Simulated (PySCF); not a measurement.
Zn: ionisation energy

Zn [Ar] 3d10 4s2 (1S) → Zn⁺ [Ar] 3d10 4s1 (2S), as a difference of total energies. All numbers are calculated (PySCF 2.14, the spin-free X2C one-electron Hamiltonian (Gaussian nucleus), in Sapporo-DKH3-DZP-2012 (6s4p3d1f, 40 functions)). Correlated levels: valence: [Ar] frozen. The calculations carry no spin-orbit coupling.

**Question.** Order these methods by the ionisation energy they give, lowest first.
A. CCSD(T) (valence)
B. CCSD (valence)
C. BP86
D. SCS-MP2 (valence)

**Answer.** D (8.908 eV), B (9.016 eV), A (9.092 eV), C (9.615 eV).

Errors of the correlated levels include the incompleteness of this basis and the frozen core.

For comparison: 9.394 eV (measured; NIST Atomic Spectra Database, ionization energies).
